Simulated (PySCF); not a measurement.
SMILES C(Cl)[SiH2]Br (B3LYP/def2-SVP optimised geometry):

```
8

Cl     2.320    -0.974     0.000
C      0.506    -0.974     0.000
Si    -0.069     0.828     0.000
Br    -2.320     0.853    -0.007
H      0.165    -1.518     0.892
H      0.164    -1.518    -0.892
H      0.407     1.516     1.227
H      0.415     1.518    -1.222
```

Method: B3LYP/def2-TZVP (PySCF 2.14.0).

**Question.** What are the frontier orbital energies and the dipole moment?

**Answer.** HOMO-2 -8.61 eV, HOMO-1 -8.30 eV, HOMO -8.07 eV, LUMO -0.75 eV, LUMO+1 -0.06 eV; dipole moment 0.46 D.

Meta-Löwdin charges at B3LYP/def2-TZVP: Cl1 -0.12, C2 -0.40, Si3 0.68, Br4 -0.28, H5 0.14, H6 0.14, H7 -0.09, H8 -0.09.
